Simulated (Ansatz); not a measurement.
`P[SiH]1CS1` + HI → `I[SiH]1CS1` + PH₃ at 400 K and 1 bar (cleavage of the Si–P bond).

Program: Ansatz. Geometries: PBE0-D4/def2-TZVP. ΔE: electronic, gas phase. CCSD(T)/CBS is the MP2 limit (def2-TZVPP, def2-QZVPP) plus CCSD(T) − MP2 in def2-TZVPP, frozen cores. This one scheme is used for every species. def2 core potentials past Kr. For I outer-core shells are correlated without core-valence functions, which leaves a few kJ/mol of doubt a bond. Each species was taken in one conformer, which may not be the lowest.

| species | CCSD(T)/CBS energy (Eh) | H − E (kJ/mol) | S (J/(mol·K)) |
| --- | --- | --- | --- |
| `P[SiH]1CS1` | -1068.85395 | 174.3 | 362.8 |
| HI | -298.03592 | 25.7 | 215.0 |
| `I[SiH]1CS1` | -1024.19180 | 125.6 | 356.9 |
| PH₃ | -342.72256 | 77.1 | 221.7 |

H − E and S are ideal-gas, rigid-rotor, harmonic terms from PBE0-D4/def2-TZVP, for one conformer and one mirror image of each species. 1 Eh = 2625.50 kJ/mol, R = 8.31446 J/(mol·K).

Q: By hand: ΔE, ΔH, ΔS and ΔG.

A: ΔE = (-1024.19180) + (-342.72256) − (-1068.85395) − (-298.03592) = -0.02449 Eh = -64.3 kJ/mol. Δ(H − E) = 125.6 + 77.1 − 174.3 − 25.7 = 2.7, so ΔH = -61.6 kJ/mol. ΔS = 356.9 + 221.7 − 362.8 − 215.0 = 0.8 J/(mol·K). ΔG = -61.6 − 400 × (0.8)/1000 = -61.9 kJ/mol.

Q: By hand: the equilibrium constant, and the temperature at which ΔG would vanish if ΔH and ΔS stayed fixed.

A: log₁₀ K = −ΔG/(RT ln 10) = 8.1. ΔH and −TΔS have one sign here, so there is no such temperature.

The number of gas molecules stays the same, so ΔS is small and ΔH decides. A doubt of 5 kJ/mol in ΔE shifts log₁₀ K by 0.7 here. Other conformers and mirror images would add mixing entropy, several J/(mol·K) or more a flexible species. These are equilibria of isolated gas molecules and say nothing of rates. Largest T1 diagnostic: 0.013 (customary marks: 0.02 for closed shells, 0.045 for open ones).

ΔS is within the doubt of such terms, so its sign, and with it that verdict, could turn.
